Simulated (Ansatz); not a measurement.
Born–Oppenheimer molecular dynamics of ClGeH₅O₃ (10 atoms, charge 0, multiplicity 1). It starts at the highest image of a converged band. Of that band: Neighbouring images differ by up to 1.3 eV, so the band resolves the path poorly. A vibrational analysis at the climbing image gives one clearly imaginary mode, 1072i cm⁻¹: a first-order saddle point.

Computed with RKS B3LYP-D4/def2-SVP in Ansatz.

| Item | Value |
| --- | --- |
| ensemble | NVE (velocity Verlet) |
| time step | 0.5 fs |
| steps asked | 200 |
| starting velocities drawn for | 100 K |
| seed | 3917 |

First frame:

```xyz
10
Properties=species:S:1:pos:R:3
Ge 0.176 0.216 0.025
H 0.075 -0.121 1.788
O 1.661 -0.122 -0.856
H 1.593 -1.017 -1.226
O -0.988 1.436 -0.500
H -1.694 0.986 -0.991
O -0.662 -1.349 -0.266
H -1.354 -1.562 0.375
Cl 1.374 2.003 1.289
H 0.589 0.691 1.895
```

(1) How far do the bonds stretch over the last three quarters of this one trajectory? (Pairs bonded in most of those frames.)

Answers

(1) 
```
   bond  mean (Å)  spread (Å)  shortest  longest
 Ge1–H2     1.540       0.057      1.45     1.66
 Ge1–O3     1.785       0.012      1.76     1.80
 Ge1–O5     1.782       0.014      1.76     1.81
 Ge1–O7     1.789       0.029      1.74     1.84
  O3–H4     0.970       0.014      0.95     0.99
  O5–H6     0.970       0.006      0.96     0.98
  O7–H8     0.966       0.001      0.96     0.97
Cl9–H10     1.303       0.062      1.21     1.40
```

Pairs bonded in part of these frames only: Ge1–Cl9 30 %.

Mean temperature of the second half: 1280 K. The conserved energy stayed within 0.18 meV per atom of its start (net change -0.13 meV per atom), so the integration is sound. The kinetic energy rose, since the run started high on the potential surface and went downhill. It ends in pieces (ClH + GeH4O3), so much of that is their flight and rotation, not heat. A run of 0.1 ps of so small a system gives no equilibrium averages. The orbitals stay closed-shell, which can raise the energy where a bond breaks towards radicals; this wasn't checked here.

The run took 5.9 min on 4 threads of Arm Neoverse V2 (shared host), peak memory 0.3 GiB.
